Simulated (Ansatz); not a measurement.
`C[C](=N)[InH2]` and `BC(C)=N` differ in one element.

Ansatz, PBE0-D4/def2-TZVP geometries, multiplicity 1. Each molecule was computed in one conformer, which needn't be the lowest. `C[C](=N)[InH2]` holds a close contact that its SMILES doesn't draw: In···N 2.55 Å.

Elements past krypton have def2 core potentials.

```json
{"property": "LUMO energy (B3LYP/def2-TZVPP) / eV", "`C[C](=N)[InH2]`": "-1.38"}
{"property": "HOMO energy (PBE/def2-TZVPP) / eV", "`C[C](=N)[InH2]`": "-5.48"}
{"property": "HOMO–LUMO gap (ωB97M-V/def2-TZVPP) / eV", "`C[C](=N)[InH2]`": "9.10"}
{"property": "LUMO energy (ωB97M-V/def2-TZVPP) / eV", "`C[C](=N)[InH2]`": "0.28"}
{"property": "HOMO energy (PBE0/def2-TZVPP) / eV", "`C[C](=N)[InH2]`": "-6.64"}
{"property": "LUMO energy (PBE0/def2-TZVPP) / eV", "`C[C](=N)[InH2]`": "-1.11"}
```

**Question.** What does the change do to each property? (Best estimate.)

**Answer.** Ansatz gave: 
```csv
property,`BC(C)=N`,shift
LUMO energy (B3LYP/def2-TZVPP) / eV,-2.26,-0.88
HOMO energy (PBE/def2-TZVPP) / eV,-6.06,-0.58
HOMO–LUMO gap (ωB97M-V/def2-TZVPP) / eV,9.69,0.59
LUMO energy (ωB97M-V/def2-TZVPP) / eV,-0.06,-0.34
HOMO energy (PBE0/def2-TZVPP) / eV,-7.41,-0.77
LUMO energy (PBE0/def2-TZVPP) / eV,-2.03,-0.92
```

With PBE0 the HOMO falls by 0.77 eV and the LUMO falls by 0.92 eV, so the gap narrows by about 0.15 eV. PBE moves the HOMO by -0.58 eV and ωB97M-V by -0.93 eV.

Positive LUMOs are unbound, so they and the gaps depend on the basis.

B3LYP here is the variant with VWN-RPA as its local correlation; programs differ in this.
